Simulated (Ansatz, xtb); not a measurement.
# Relative energy of two structures of CH5AlFSn+

Structure a is a singlet given by its coordinates and structure b is a singlet given by its coordinates. Both are isolated ions in the gas phase, relaxed with r2SCAN-D4/def2-SVP.

a (Å):

```json
{"atom": "C", "x (Å)": "0.8438", "y (Å)": "0.0310", "z (Å)": "-1.3637"}
{"atom": "Al", "x (Å)": "0.3328", "y (Å)": "0.9517", "z (Å)": "0.2306"}
{"atom": "F", "x (Å)": "-1.0147", "y (Å)": "1.7446", "z (Å)": "0.7835"}
{"atom": "Sn", "x (Å)": "1.7128", "y (Å)": "1.4286", "z (Å)": "2.5375"}
{"atom": "H", "x (Å)": "1.7053", "y (Å)": "0.5186", "z (Å)": "-1.8502"}
{"atom": "H", "x (Å)": "1.1285", "y (Å)": "-1.0134", "z (Å)": "-1.1533"}
{"atom": "H", "x (Å)": "0.0037", "y (Å)": "0.0232", "z (Å)": "-2.0779"}
{"atom": "H", "x (Å)": "1.6409", "y (Å)": "0.4929", "z (Å)": "3.9715"}
{"atom": "H", "x (Å)": "2.5912", "y (Å)": "2.8509", "z (Å)": "2.9153"}
```

Close contacts (Å): C1–Al2 1.91, Al2–F3 1.66, Al2–Sn4 2.73, C1–H5 1.10, C1–H6 1.10, C1–H7 1.10, Sn4–H8 1.71, Sn4–H9 1.71.

b (Å):

```yaml
atoms:
  - { symbol: C, position_ang: [-1.9188, 0.8199, -3.1076] }
  - { symbol: Al, position_ang: [-0.6697, 2.5383, 0.7490] }
  - { symbol: F, position_ang: [-0.0140, 3.9435, 0.1785] }
  - { symbol: Sn, position_ang: [-0.5518, 0.9658, -1.4787] }
  - { symbol: H, position_ang: [-1.3981, 1.1849, -4.0092] }
  - { symbol: H, position_ang: [-2.1505, -0.2472, -3.2616] }
  - { symbol: H, position_ang: [-2.8357, 1.3963, -2.9341] }
  - { symbol: H, position_ang: [0.8217, -0.0056, -1.8278] }
  - { symbol: H, position_ang: [-1.2302, 2.1391, 2.1497] }
```

Close contacts (Å): C1–Sn4 2.13, Al2–F3 1.65, Al2–Sn4 2.73, C1–H5 1.10, C1–H6 1.10, C1–H7 1.10, Al2–H9 1.56, Sn4–H8 1.72.

Q: Which of the two would you expect CCSD(T)/def2-SVP + ΔMP2/def2-TZVPP electronic energies to favour?

A: Structure a; the calculation gives E(b) − E(a) = +0.089 eV.

The same difference at several levels:

| level | geometry | E(b) − E(a) (eV) | departure from the last row (eV) | job, with rough time for the two |
| --- | --- | --- | --- | --- |
| r2SCAN-D4/def2-SVP | r2SCAN-D4/def2-SVP | +0.236 | +0.147 | optimisation, 6 min |
| HF/def2-SVP | r2SCAN-D4/def2-SVP | +0.173 | +0.085 | part of the CCSD(T) run |
| MP2/def2-SVP | r2SCAN-D4/def2-SVP | +0.168 | +0.079 | part of the CCSD(T) run |
| CCSD(T)/def2-SVP | r2SCAN-D4/def2-SVP | +0.174 | +0.086 | single point |
| CCSD(T)/def2-SVP + ΔMP2/def2-TZVPP | r2SCAN-D4/def2-SVP | +0.089 |  | single point, 49 s |

None of the levels shown reverses the order. The largest departure from CCSD(T)/def2-SVP + ΔMP2/def2-TZVPP is that of r2SCAN-D4/def2-SVP, 0.147 eV. Levels run at GFN2-xTB geometries aren't shown. The last row adds to CCSD(T) the change of the MP2 difference between the two basis sets, here −0.086 eV.

With harmonic frequencies from r2SCAN-D4/def2-SVP (ideal gas, rigid rotor, one conformer each, 298.15 K, 1 atm): on the last row, ΔE + ΔZPE = +0.110 eV. A mode under 50 cm⁻¹ makes harmonic enthalpies and free energies unreliable, so none is given.

The correlated steps freeze 11 core orbitals; the filled d shell of Sn is correlated, in a basis made for valence electrons. Atoms past krypton carry core potentials in the def2 sets and no spin–orbit term is included. Codes used: Ansatz 0.2.0; the last row on 2 threads of Intel(R) Xeon(R) Processor @ 2.50GHz (Skylake/Cascade Lake) on a shared host.
